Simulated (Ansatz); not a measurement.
Ansatz results at the PBE0-D4/def2-TZVP geometry: HOMO energy (PBE0/def2-TZVPP) -7.50 eV; HOMO–LUMO gap (B3LYP/def2-TZVPP) 5.93 eV; LUMO energy (B3LYP/def2-TZVPP) -1.31 eV.

Each molecule was computed in one conformer, which needn't be the lowest.

Q: Which molecule gave them?
A. `OC(F)(F)[SiH3]`
B. `NBOCF`
C. `[SiH3][SiH]1CCS1`
D. `[SH][GeH2][C]1=NC1`

A: D. The others give `[SiH3][SiH]1CCS1`: -6.63, 5.65, -0.76; `NBOCF`: -8.13, 8.57, 0.70; `OC(F)(F)[SiH3]`: -9.38, 9.32, 0.13.

B3LYP here is the variant with VWN-RPA as its local correlation; programs differ in this.
